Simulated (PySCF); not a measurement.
**Magnetic susceptibility: `Cl[BH-](Br)Br`, [BBr$_{2}$ClH]-, charge -1**

Geometry:
```csv
atom,x (Å),y (Å),z (Å)
Cl1,-0.256,1.732,-0.641
B2,0.005,0.036,0.139
Br3,1.726,-0.757,-0.506
Br4,-1.517,-1.176,-0.334
H5,0.050,0.168,1.324
```

Total charge -1.

Method used: GIAO BHandHLYP/aug-pcSseg-1 magnetisability, rotational g tensor and spin-rotation constants, non-relativistic, gas phase (PySCF). Geometry: GFN2-xTB.

The calculation is non-relativistic, which matters for the atoms heavier than Zn. For an ion the centre-of-mass motion in the field is neglected.

**Question.** How diamagnetic is it, and how anisotropic?

**Answer.** Isotropic -1539 × 10⁻³⁰ J/T², or -92.7 × 10⁻⁶ cm³/mol; principal values -1599, -1581, -1436 × 10⁻³⁰ J/T², anisotropy 155 × 10⁻³⁰ J/T² (root of half the summed squared differences of the principal values). The susceptibility is in cgs units.

**Question.** Split it along the inertial axes a, b, c into diamagnetic and paramagnetic parts about the centre of mass, with the quadrupole moment.

**Answer.** 
| axis | χ (10⁻⁶ cm³/mol) | diamagnetic (10⁻⁶ cm³/mol) | paramagnetic (10⁻⁶ cm³/mol) | summed x² of all electrons (Å²) | quadrupole Θ (D Å) |
| --- | --- | --- | --- | --- | --- |
| a | -96.3 | -577.3 | 481.0 | 202.4 | -4.53 |
| b | -95.2 | -935.2 | 840.0 | 118.0 | -4.23 |
| c | -86.5 | -1359.3 | 1272.8 | 18.1 | +8.76 |

Anisotropies 2χaa − χbb − χcc = -10.8 and 2χbb − χaa − χcc = -7.7 × 10⁻⁶ cm³/mol. Θ is traceless in Buckingham's convention.

**Question.** And the rotational g tensor?

**Answer.** 
```tsv
axis	rotational constant (GHz)	g	nuclear part	electronic part
a	2.2613	-0.0227	0.4883	-0.5110
b	1.1742	-0.0124	0.4510	-0.4634
c	0.7909	-0.0145	0.4584	-0.4729
```
Asymmetric top; isotopes 11B, 79Br, 35Cl, 1H; no vibrational averaging.
